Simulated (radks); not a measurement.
Values are calculated unless marked as measured or tabulated.
Q: Valence configurations of the cobalt ion Co+ (all share [Ar]). Level of theory: non-relativistic Kohn-Sham, BLYP, spin-polarised, spherical densities, point nucleus; open shells are filled with parallel spins first (a radial shooting solver on a logarithmic mesh with Libxc functionals). Order these by energy: 3d6 4s1 4p1; 3d7 4p1; 3d7.5 4s0.5; 3d6 4p2; 3d7 4s1; 3d6 4s2; 3d5 4s2 4p1; 3d8.

A: From the lowest, in eV above it: 3d8 0.000; 3d7.5 4s0.5 0.258; 3d7 4s1 1.023; 3d6 4s2 6.010; 3d7 4p1 6.382; 3d6 4s1 4p1 10.500; 3d6 4p2 16.584; 3d5 4s2 4p1 20.193. NIST lists [Ar] 3d8 as the ground configuration; this level of theory agrees among the configurations tried. The energies are those of spherical high-spin densities, not of single terms.
